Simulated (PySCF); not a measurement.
## Energy of S⁺ (sulfur, charge +1) between two integer charges

The 3p alpha orbital of [Ne] 3s2 3p3 is emptied in steps (occupation f), with all orbitals relaxed, ending at [Ne] 3s2 3p2. Calculation: PySCF 2.14, in jorge-DZP-DKH; scalar relativity by spin-free X2C-1e. The exact energy is a straight line in f; departures are measured from the line between the end points of the same method.

```tsv
f	UHF (eV)	LDA (eV)	PBE (eV)	PBE0 (eV)	r2SCAN (eV)	LC-wPBE (eV)	BHandHLYP (eV)	wB97X (eV)	BLYP (eV)	B3LYP (eV)
1	0.000	0.000	0.000	0.000	0.000	0.000	0.000	0.000	0.000	0.000
0.75	0.134	-1.035	-1.012	-0.728	-0.936	-0.186	-0.453	-0.252	-1.020	-0.793
0.5	0.175	-1.386	-1.349	-0.967	-1.233	-0.243	-0.602	-0.328	-1.360	-1.057
0.25	0.129	-1.042	-1.008	-0.721	-0.911	-0.176	-0.450	-0.238	-1.019	-0.791
0	0.000	0.000	0.000	0.000	0.000	0.000	0.000	0.000	0.000	0.000
```

Task: For BLYP, how does the orbital energy at f = 1 compare with the removal energy?

Result: −ε = 17.602 eV against a total-energy difference of 23.026 eV. By Janak's theorem ε = ∂E/∂f, so the gap between them reflects the curvature. Along the path −ε is 20.300 (f = 0.75), 23.027 (f = 0.5), 25.755 (f = 0.25) eV.

```
   method  E(f=0) − E(f=1) (eV)  −ε at f=1 (eV)  −ε at f=0.5 (eV)
      UHF                22.721          23.451            22.708
      LDA                23.404          17.910            23.385
      PBE                23.323          17.933            23.332
     PBE0                23.384          19.497            23.401
   r2SCAN                23.517          18.486            23.586
  LC-wPBE                23.480          22.473            23.505
BHandHLYP                23.139          20.723            23.145
    wB97X                23.233          21.874            23.272
     BLYP                23.026          17.602            23.027
    B3LYP                23.250          19.024            23.256
```

Reference removal energy between the ground levels: 23.338 eV (measured; NIST Atomic Spectra Database, ionization energies). The calculation has no spin-orbit coupling. UHF lacks correlation.
